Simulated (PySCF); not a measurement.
Run record: excited-state job, `CC[C@@H](C#N)COC`.

Computed with TDDFT PBE0/def2-SVPD, vertical, gas phase, core orbitals frozen in the response (PySCF 2.14.0, density-fitted response routines). Geometry: GFN2-xTB. The input is one job of a driver script: a line of settings, then coordinates in Å.

Command:
```bash
OMP_NUM_THREADS=1 python probes_run.py task.json out
```

Input:
```
{"job": {"kind": "uv", "xc": "PBE0", "basis": "def2-SVPD", "nstates": 6, "ntriplets": 2}, "charge": 0, "multiplicity": 1}
C      2.563847     0.827721    -0.313221
C      1.150854     0.767712     0.252119
C      0.515748    -0.618131     0.055073
C      1.240467    -1.615661     0.804577
N      1.814029    -2.395160     1.413174
C     -0.957593    -0.629254     0.486257
O     -1.675746     0.215705    -0.379324
C     -3.041686     0.289639    -0.065959
H      2.984286     1.820210    -0.170837
H      2.561179     0.606875    -1.378771
H      3.206299     0.105160     0.186482
H      1.169624     1.004489     1.318772
H      0.511942     1.496018    -0.249502
H      0.559340    -0.884234    -1.007794
H     -1.357300    -1.655537     0.437360
H     -1.048462    -0.279801     1.527425
H     -3.488941     0.968967    -0.788183
H     -3.520878    -0.694125    -0.141616
H     -3.196813     0.678656     0.947849
```

Output:
```
coarse grid: 15488 points
cycle   1  E = -364.3842992981  dE =  8.320e-01  |g| = 6.268e-01  |ddm| = 6.130e+00
cycle   2  E = -364.2100963290  dE =  1.742e-01  |g| = 1.119e+00  |ddm| = 2.287e+00
cycle   3  E = -364.4645019212  dE = -2.544e-01  |g| = 1.795e-01  |ddm| = 1.611e+00
cycle   4  E = -364.4706542888  dE = -6.152e-03  |g| = 7.676e-02  |ddm| = 2.746e-01
cycle   5  E = -364.4718230365  dE = -1.169e-03  |g| = 1.937e-02  |ddm| = 1.132e-01
cycle   6  E = -364.4719030464  dE = -8.001e-05  |g| = 3.875e-03  |ddm| = 3.449e-02
cycle   7  E = -364.4719063230  dE = -3.277e-06  |g| = 8.544e-04  |ddm| = 8.215e-03
final grid: 148544 points
cycle   8  E = -364.5290631565  dE = -5.255e-05  |g| = 1.072e-02  |ddm| = 1.632e-01
cycle   9  E = -364.5290482402  dE =  1.492e-05  |g| = 1.402e-02  |ddm| = 3.504e-02
cycle  10  E = -364.5290881649  dE = -3.992e-05  |g| = 1.654e-03  |ddm| = 1.701e-02
cycle  11  E = -364.5290887375  dE = -5.725e-07  |g| = 2.701e-04  |ddm| = 2.369e-03
cycle  12  E = -364.5290887427  dE = -5.230e-09  |g| = 2.204e-04  |ddm| = 6.274e-04
cycle  13  E = -364.5290887527  dE = -1.003e-08  |g| = 5.668e-05  |ddm| = 3.173e-04
cycle  14  E = -364.5290887535  dE = -7.371e-10  |g| = 9.410e-06  |ddm| = 1.223e-04
converged SCF energy = -364.5290887535

Static polarisability (au): isotropic 81.104, principal 66.795 81.441 95.074

Singlet excitations
state   eV       nm        f      main configurations
  1   7.2164    171.8   0.02322   H->L 0.83, H->L+1 0.10
  2   7.6314    162.5   0.00784   H->L+2 0.69, H->L+1 0.17, H->L 0.11
  3   7.7055    160.9   0.01088   H->L+1 0.70, H->L+2 0.23
  4   7.8575    157.8   0.00006   H-2->L+2 0.22, H-1->L+2 0.22, H-1->L 0.14
  5   8.0948    153.2   0.00106   H->L+3 0.72, H->L+5 0.25
  6   8.1787    151.6   0.01411   H-2->L+2 0.33, H-1->L 0.18, H-1->L+1 0.11

Triplet excitations (Tamm-Dancoff, eV): 6.4633 7.0225
```

The SCF starts on a coarse grid where the log names one; the energy can jump when the final grid takes over, and dE then counts from the start density on the new grid. H and L stand for HOMO and LUMO; the number after each pair is its weight.

Give S1 in cm⁻¹ and kJ/mol.

7.2164 eV × 8065.54 = 58204 cm⁻¹; × 96.485 = 696.3 kJ/mol.

Summary of the converged run: HOMO -7.98 eV, LUMO 0.48 eV; lowest singlet 7.22 eV; lowest triplet 6.46 eV (Tamm–Dancoff); mean polarisability 81.1 au.

On an Arm Neoverse V1 with one thread, on a shared host, this took 51 s and 1.0 GiB of memory at its peak.

One conformer stands for the species.
Labels such as C1 count atoms from 1, the log's own numbers from 0.
